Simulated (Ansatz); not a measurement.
Ansatz (an electronic-structure program) input (PBE/LANL2DZ): The .json file is the Basis Set Exchange's LANL2DZ.

Ansatz 0.2 input:
```yaml
crystal:
  periodic: [false, false, false]
  atoms:
    - {symbol: Au, position_ang: [-0.00000000, -0.00000000, -1.27682500]}
    - {symbol: Au, position_ang: [0.00000000, 0.00000000, 1.27682500]}
basis:
  gaussian:
    orbitals: LANL2DZ.json
hamiltonian:
  xc: {name: PBE}
relax: {f_tol: 0.003, max_steps: 120}
```

From the output:

```
reference -7372.03713692 eV, -270.9173678357 hartree; 19, 19 occupied and 25, 25 virtual orbitals, 516 factors
relax step   1: F+E_penalty+E_count = -7372.03709937 eV  Δ(F+E_penalty+E_count) = +0.000e0 eV  max|allowed force component| = 2.312e-2 eV/Å  Δτ_max = 0.0000 Å  (24 SCF iters, accepted)
these checks for a lower state are left out or cut short: starts, cluster_reference, orbital_swaps, neighbouring_geometries, increment
integrals: 0.01 GiB planned
516 factors; their error is unknown
mean field: 0.10 GiB planned
mean field evaluation 16: about -7372.0371 eV, gradient 3.6e-5 eV
mean field -7372.03711842 eV, -270.9173671558 hartree, gradient 8.0e-5 eV, S^2 0.000000; 0 other end points of the search recorded, 0 dependent functions left out
the calculation of the forces begins
reference -7372.03715597 eV, -270.9173685355 hartree; 19, 19 occupied and 25, 25 virtual orbitals, 516 factors
relax step   2: F+E_penalty+E_count = -7372.03711842 eV  Δ(F+E_penalty+E_count) = -1.905e-5 eV  max|allowed force component| = 1.195e-2 eV/Å  Δτ_max = 0.0017 Å  (18 SCF iters, accepted)
these checks for a lower state are left out or cut short: starts, cluster_reference, orbital_swaps, neighbouring_geometries, increment
integrals: 0.01 GiB planned
516 factors; their error is unknown
mean field: 0.10 GiB planned
mean field -7372.03712527 eV, -270.9173674075 hartree, gradient 2.9e-5 eV, S^2 0.000000; 0 other end points of the search recorded, 0 dependent functions left out
the calculation of the forces begins
reference -7372.03716282 eV, -270.9173687873 hartree; 19, 19 occupied and 25, 25 virtual orbitals, 516 factors
relax step   3: F+E_penalty+E_count = -7372.03712527 eV  Δ(F+E_penalty+E_count) = -6.849e-6 eV  max|allowed force component| = 6.106e-5 eV/Å  Δτ_max = 0.0006 Å  (18 SCF iters, accepted)
integrals: 0.01 GiB planned
516 factors; their error is unknown
mean field: 0.10 GiB planned
mean field evaluation 32: about -7372.0371 eV, gradient 1.9e-2 eV
mean field -7372.03712527 eV, -270.9173674075 hartree, gradient 2.9e-5 eV, S^2 0.000000; 1 other end points of the search recorded, 0 dependent functions left out
the calculation of the forces begins
reference -7372.03716282 eV, -270.9173687873 hartree; 19, 19 occupied and 25, 25 virtual orbitals, 516 factors
Total energy: -7372.03716282 eV, -270.9173687873 hartree
Atom 0 at    -0.000000     0.000000    -1.275710 Å, force    -0.000000    -0.000000     0.000061 eV/Å
Atom 1 at     0.000000    -0.000000     1.275710 Å, force     0.000000     0.000000    -0.000061 eV/Å
Dipole moment:     0.000000     0.000000    -0.000000 e Å
```

The geometry given is a B3LYP-D3(BJ)/def2-TZVP minimum.
